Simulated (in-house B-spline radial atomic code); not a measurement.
The numbers below are computed, except where a source is named.
# Weak and strong correlation along the adiabatic connection

Two-electron singlets in several external potentials (atomic units), by full CI in B-splines with partial waves to l = 8 (correlation energies up to 0.6 % small). The repulsion is scaled by λ at fixed density; W(λ) is the mean repulsion less the Hartree energy, W(0) = E_x, and the area under W from 0 to 1 is E_xc.

Relative drop (W(λ) − E_x)/E_x:

```tsv
system	λ = 0.12	λ = 0.25	λ = 0.4	λ = 0.6	λ = 0.8	λ = 1
−V exp(−r²/w²), V = 0.541, w = 8.45	0.0502	0.0920	0.1288	0.1651	0.1918	0.2124
−Z exp(−kr)/r, Z = 2.03, k = 0.544	0.0126	0.0255	0.0394	0.0564	0.0719	0.0861
−Z/r, Z = 6.11, wall at 3.08 bohr	0.0031	0.0064	0.0101	0.0150	0.0198	0.0245
−V exp(−r²/w²), V = 7.69, w = 6.38	0.0205	0.0405	0.0611	0.0850	0.1057	0.1236
−V exp(−r²/w²), V = 0.722, w = 4.55	0.0355	0.0675	0.0978	0.1301	0.1557	0.1764
−Z exp(−kr)/r, Z = 3.59, k = 1.11	0.0063	0.0128	0.0202	0.0295	0.0384	0.0470
ω²r²/2 − Z/r, ω = 0.0805, Z = 1	0.0253	0.0495	0.0739	0.1018	0.1253	0.1454
```

(1) Order the systems by how far second-order (GL2) theory, half the initial slope (estimated from the first points of each curve), overshoots the correlation energy, least first.
A. −V exp(−r²/w²), V = 0.722, w = 4.55
B. ω²r²/2 − Z/r, ω = 0.0805, Z = 1
C. −Z/r, Z = 6.11, wall at 3.08 bohr
D. −V exp(−r²/w²), V = 0.541, w = 8.45
E. −Z exp(−kr)/r, Z = 2.03, k = 0.544
F. −V exp(−r²/w²), V = 7.69, w = 6.38
G. −Z exp(−kr)/r, Z = 3.59, k = 1.11

(2) What else changes along this order?

Answers

(1) C (GL2/E_c = 1.04), G (GL2/E_c = 1.08), E (GL2/E_c = 1.17), F (GL2/E_c = 1.29), B (GL2/E_c = 1.34), A (GL2/E_c = 1.52), D (GL2/E_c = 1.76).

(2) The ratio follows the bend of the curve. With it the leading natural occupation goes from 1.998 to 1.829 and −T_c/E_c from 0.96 to 0.57 between the first and the last.
